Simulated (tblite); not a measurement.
Compound: C₇H₁₂OS.
Z-matrix (Å and degrees, GFN2-xTB geometry), rows numbered from 1:
```
C 
S   1  1.8506
O   2  1.4637  1  105.63
C   2  1.8298  1   94.77  3   107.40
C   4  1.5092  2  117.70  1    76.67
C   5  1.5380  4  104.50  2   157.51
C   6  1.5366  5  105.96  4   -27.40
C   4  1.5005  2  119.59  1  -147.73
C   4  1.4959  2  118.31  1   -77.94
H   1  1.0850  2  107.69  3    67.16
H   1  1.0844  2  109.13  3   -52.22
H   1  1.0835  2  108.48  3  -173.54
H   5  1.0912  4  113.00  2   -81.23
H   5  1.0924  4  108.80  2    39.05
H   6  1.0902  5  109.65  4    91.17
H   6  1.0889  5  111.74  4  -149.49
H   7  1.0906  6  111.63  5   148.99
H   7  1.0914  6  110.64  5   -90.56
H   8  1.0797  4  120.87  9  -106.59
H   9  1.0794  4  119.54  8  -110.17
H   9  1.0812  4  116.01  8   106.36
```

Level: GFN2-xTB in tblite, geometry and Hessian alike; calculated harmonic values, unscaled, isolated species. This tight-binding method is rough: wavenumbers can miss measured ones by several per cent, in bad cases by 10 to 20. One conformer, not necessarily the lowest.

Harmonic wavenumbers (cm⁻¹): 51.5, 121.2, 146.0, 159.9, 206.4, 224.9, 275.4, 338.1, 366.0, 399.1, 484.4, 617.6, 660.4, 665.4, 826.9, 841.6, 874.9, 881.7, 892.2, 908.5, 952.3, 981.8, 1010.0, 1020.9, 1042.9, 1072.6, 1080.4, 1122.4, 1132.1, 1151.4, 1159.9, 1188.5, 1213.7, 1265.9, 1280.1, 1300.3, 1305.7, 1320.9, 1385.5, 1438.9, 1453.0, 1461.6, 1483.6, 1484.9, 1505.6, 2964.8, 2974.6, 2984.2, 2994.5, 2996.8, 3015.1, 3053.1, 3064.3, 3076.0, 3078.2, 3083.9, 3095.8.

A = 2792, B = 1040, C = 910.5 MHz; mass 144.061 u (most abundant isotopes); point group C1, symmetry number 1.

Question: What is the zero-point energy?

Answer: ½Σν̃ = 38569 cm⁻¹ = 110.28 kcal/mol.

Question: Entropy at 350 K, 1 bar (ideal gas, RRHO, classical rotation)?

Answer: Translation 41.63, rotation 29.67, vibration 31.19: S = 102.5 cal/(mol K).

Question: And Cp and H(350 K) − H(0)?

Answer: Cp = 44.33 cal/(mol K), of which vibrations give 36.38 (their classical limit is 57 R = 113.3); H(350 K) − H(0) = 8.79 kcal/mol without the zero-point energy, 6.01 from vibrations.

Question: What must be added to the electronic energy to get the Gibbs energy at 350 K and 1 bar?

Answer: ZPE + [H(350 K) − H(0)] − T·S = 110.28 + 8.79 − 35.87 = 83.20 kcal/mol.

Question: Which modes carry the vibrational entropy at 350 K?

Answer: 51.5 cm⁻¹: 5.08; 121.2 cm⁻¹: 3.39; 146.0 cm⁻¹: 3.03; 159.9 cm⁻¹: 2.86; 206.4 cm⁻¹: 2.37; 224.9 cm⁻¹: 2.21 cal/(mol K); the other 51 give 12.25 together.

Hindered rotation and anharmonicity are outside this model. Other conformers, if any are populated, would add a mixing term that is left out. The structure is chiral; the term R ln 2 for an equal mix with its mirror image is left out.
